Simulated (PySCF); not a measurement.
Several molecules and their computed UV-vis stick spectra, shuffled. Method: PySCF 2.14.0, density-fitted response routines, TDDFT PBE0/def2-SVPD, vertical, gas phase, core orbitals frozen in the response. Geometries: GFN2-xTB; one conformer of each isolated species. Triplets are in the Tamm–Dancoff approximation.

A. `ClCCCl`
B. `CC(C)/C=C\C(=O)Cl`
C. `N[SiH2]CC(N)=O`
D. `C1(C=C)=CC=C([SiH2]1)F`
E. `ClC[C@@H]1CC[C@H]2O[C@@H]12`

Lowest singlet levels (six at most, fewer where fewer were computed) with oscillator strengths:

1. 3.59 eV (f 0.174); 5.19 eV (f 0.000); 5.29 eV (f 0.000); 5.42 eV (f 0.036); 5.69 eV (f 0.001); 6.08 eV (f 0.299); T1 1.96 eV
2. 7.24 eV (f 0.038); 7.28 eV (f 0.000); 7.33 eV (f 0.004); 7.59 eV (f 0.000); 7.97 eV (f 0.019); 7.99 eV (f 0.000); T1 6.55 eV
3. 5.64 eV (f 0.004); 6.38 eV (f 0.008); 6.57 eV (f 0.007); 6.78 eV (f 0.028); 6.92 eV (f 0.009); 7.29 eV (f 0.021); T1 5.14 eV
4. 4.30 eV (f 0.001); 5.49 eV (f 0.105); 5.61 eV (f 0.331); 5.99 eV (f 0.008); 6.43 eV (f 0.003); 6.45 eV (f 0.004); T1 3.53 eV
5. 7.15 eV (f 0.011); 7.34 eV (f 0.003); 7.46 eV (f 0.014); 7.54 eV (f 0.006); 7.90 eV (f 0.011); 7.96 eV (f 0.008); T1 6.63 eV

Question: Match each spectrum to its molecule.

Answer: 1 = D, 2 = A, 3 = C, 4 = B, 5 = E.
- A: S1 at 7.24 eV, HOMO→LUMO (92%); Löwdin shares by element: HOMO chlorine 79%, carbon 18%; LUMO chlorine 66%, carbon 29%; HOMO -8.78 and LUMO -0.04 eV; point group C2h, 3 of its 6 listed states under f = 0.0005.
- B: S1 at 4.30 eV, HOMO→LUMO (73%), HOMO-1→LUMO (24%); Löwdin shares by element: HOMO oxygen 38%, carbon 22% or more, chlorine 21% (atoms not listed hold the other 20%); LUMO carbon 62% or more, oxygen 18% (atoms not listed hold the other 20%); HOMO -8.27 and LUMO -2.21 eV.
- C: S1 at 5.64 eV, HOMO→LUMO+1 (50%), HOMO→LUMO+2 (22%), HOMO→LUMO (19%); Löwdin shares by element: HOMO oxygen 67%, carbon 19%, nitrogen 7% or more; LUMO silicon 28%, hydrogen 25% or more, nitrogen 13% or more (atoms not listed hold the other 34%); HOMO -7.17 and LUMO 0.01 eV.
- D: S1 at 3.59 eV, HOMO→LUMO (96%); Löwdin shares by element: HOMO carbon 65% or more (atoms not listed hold the other 35%); LUMO carbon 62% or more (atoms not listed hold the other 38%); HOMO -6.15 and LUMO -1.93 eV; point group Cs, 2 of its 6 listed states under f = 0.0005.
- E: S1 at 7.15 eV, HOMO→LUMO (82%); Löwdin shares by element: HOMO oxygen 52%, carbon 27% or more (atoms not listed hold the other 21%); LUMO chlorine 40%, carbon 18% or more, hydrogen 14% or more (atoms not listed hold the other 28%); HOMO -7.89 and LUMO 0.36 eV.
A and E have S1 within 0.09 eV of each other; their strongest listed levels stand at 7.24 eV (f 0.038) and 7.46 eV (f 0.014).
